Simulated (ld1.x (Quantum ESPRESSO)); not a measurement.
Transferability test, PAW potential for sulfur (S)

ld1.x (Quantum ESPRESSO) 7.5 input, shortened:

```
&input
   title='S', zed=16., rel=1, dft='PBE', iswitch=3,
   config='[Ne] 3s1 3p5 3d-2'
 /
 &inputp
   pseudotype=3, lpaw=.true., tm=.true., lloc=-2, rcloc=0.50,
   nlcc=.true., rcore=0.50,
   which_augfun='BESSEL', rmatch_augfun=0.55
 /
6
2S  1  0   2.00   0.00  0.65  0.75  0.0
3S  2  0   1.00   0.00  0.65  0.75  0.0
2P  2  1   6.00   0.00  0.65  0.70  0.0
3P  3  1   5.00   0.00  0.65  0.70  0.0
3D  3  2  -2.00   0.30  0.50  0.65  0.0
3D  3  2  -2.00   1.40  0.50  0.65  0.0
 &test
   configts(1)='2s2 2p6 3s1 3p5'
 /
```

Energies are relative to the spin-unpolarised reference configuration 2s2 2p6 3s1 3p5; without spin polarisation the order of configurations can differ from experiment.

| valence configuration | charge | ΔE all-electron (eV) | error AE − PS (meV) |
| --- | --- | --- | --- |
| 2s2 2p6 3s2 3p4 | 0 | -10.311 | +0.4 |
| 2s2 2p6 3s2 3p2 | +2 | 23.742 | +0.4 |
| 2s2 2p6 3s0 3p6 | 0 | 10.429 | -0.4 |
| 2s2 2p6 3s2 3p0 | +4 | 104.580 | -1.0 |
| 2s1 2p6 3s2 3p4 | +1 | 217.003 | -19 |

Question: What are ΔE and the potential's error for 2s2 2p6 3s2 3p4.3?

Answer: ΔE = -12.020 eV all-electron; the error (AE − PS) is +0.4 meV.

Question: What are ΔE and the potential's error for 2s2 2p6 3s2 3p3?

Answer: ΔE = 1.458 eV all-electron; the error (AE − PS) is +0.4 meV.
